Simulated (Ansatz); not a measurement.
One change: `C[O][SnH]([F])[Cl]` becomes `C[NH][SnH]([Cl])[O]C`.

Ansatz, PBE0-D4/def2-TZVP geometries, multiplicity 1. Each molecule was computed in one conformer, which needn't be the lowest.

Elements past krypton have def2 core potentials.

| property | `C[O][SnH]([F])[Cl]` |
| --- | --- |
| HOMO–LUMO gap (PBE/def2-TZVPP) / eV | 4.26 |
| HOMO energy (ωB97M-V/def2-TZVPP) / eV | -10.88 |
| LUMO energy (PBE0/def2-TZVPP) / eV | -1.63 |
| HOMO energy (PBE0/def2-TZVPP) / eV | -8.47 |
| HOMO–LUMO gap (ωB97M-V/def2-TZVPP) / eV | 11.29 |
| size of the dipole moment (PBE/def2-TZVPP) / D | 1.64 |

(1) Give the same properties after the change, and the shifts. (Best estimate.)

## Answers

(1) Ansatz gave: 
| property | `C[NH][SnH]([Cl])[O]C` | shift |
| --- | --- | --- |
| HOMO–LUMO gap (PBE/def2-TZVPP) / eV | 3.86 | -0.40 |
| HOMO energy (ωB97M-V/def2-TZVPP) / eV | -9.37 | 1.51 |
| LUMO energy (PBE0/def2-TZVPP) / eV | -0.79 | 0.84 |
| HOMO energy (PBE0/def2-TZVPP) / eV | -7.03 | 1.44 |
| HOMO–LUMO gap (ωB97M-V/def2-TZVPP) / eV | 10.54 | -0.75 |
| size of the dipole moment (PBE/def2-TZVPP) / D | 2.55 | 0.91 |

With PBE0 the HOMO rises by 1.44 eV and the LUMO rises by 0.84 eV, so the gap narrows by about 0.60 eV. PBE moves the HOMO by 1.24 eV and ωB97M-V by 1.51 eV. Dipoles are sizes alone; their direction can turn.
